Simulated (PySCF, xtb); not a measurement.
I2Zn, SMILES [I][Zn-][I] (connectivity only; charge and spin as stated), charge -1, multiplicity 2.

Harmonic wavenumbers (cm⁻¹) from GFN2-xTB (xtb) at its own minimum, in rising order: 36, 130, 139.

Q: What does B3LYP-D3(BJ)/def2-SVPD (PySCF 2.14.0) give at its own minimum? (An estimate is asked for; the answer gives what the named calculation found.)

A: 41, 137, 170. Paired by order, the mean absolute difference is 15 cm⁻¹ and the zero-point energies are 0.4 and 0.5 kcal/mol.
